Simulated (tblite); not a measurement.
Compound: C5H12O3Si2.
Numbering: `[CH3:1][CH:2]([CH3:3])[O:4][Si:5]([OH:6])([OH:7])[C:8]#[C:9][SiH3:10]` (hydrogens: H11, H12, H13 on C1; H14 on C2; H15, H16, H17 on C3; H18 on O6; H19 on O7; H20, H21, H22 on Si10)

Structure used (GFN2-xTB), in Å, numbered top down from 1:
```
atom  x, y, z in Å
C1    -1.443    1.036   -0.502
C2    -1.906   -0.245    0.185
C3    -3.124   -0.842   -0.514
O4    -0.888   -1.217    0.172
Si5    0.514   -1.241    0.973
O6     1.090   -2.760    0.882
O7     0.269   -0.874    2.538
C8     1.739   -0.043    0.238
C9     2.514    0.748   -0.249
Si10   3.693    1.961   -0.992
H11   -0.588    1.452    0.025
H12   -2.247    1.766   -0.513
H13   -1.143    0.817   -1.524
H14   -2.154   -0.022    1.232
H15   -2.888   -1.044   -1.556
H16   -3.405   -1.775   -0.034
H17   -3.961   -0.151   -0.464
H18    1.027   -3.228    0.056
H19    0.924   -1.123    3.183
H20    4.368    1.322   -2.126
H21    4.668    2.353    0.030
H22    2.931    3.130   -1.444
```

Method: GFN2-xTB as coded in tblite; computed harmonic values from a numerical Hessian at the method's own geometry, unscaled. Errors from tens to a few hundred cm⁻¹ against measured bands are possible. Modes of hydrogen on silicon can be 10 to 20 % off. One conformer, not necessarily the lowest. The optimisation stopped once no atom felt more than 0.01 eV/Å.

Lowest wavenumbers of the output (negative numbers stand for imaginary wavenumbers):
```
mode    cm-1
  1     -29.9
  2      16.7
  3      37.4
  4      69.4
  5      79.5
  6     114.4
  7     165.4
  8     182.4
  9     185.4
 10     203.3
 11     220.0
 12     235.6
 13     254.4
 14     271.5
 15     292.5
```

Task: Is this structure a minimum?

Result: Not by this Hessian. 1 mode is imaginary beyond 20i (30i cm⁻¹), so at this level the point lies at or near a first-order saddle. The curvature is small, so loose convergence or finite differences may be the whole cause.

Task: Which atoms move in the imaginary mode?

Result: 30i: H20 (Si–H hydrogen) 33 %, H21 (Si–H hydrogen) 33 %, H22 (Si–H hydrogen) 33 %. These are shares of the mass-weighted motion.

Task: What is the remedy?

Result: Step along that mode in both directions, optimise again with tighter thresholds and repeat the frequencies. The zero-point energy of this point (99.4 kcal/mol) counts the 59 real modes alone, and thermal corrections from it aren't those of a minimum.
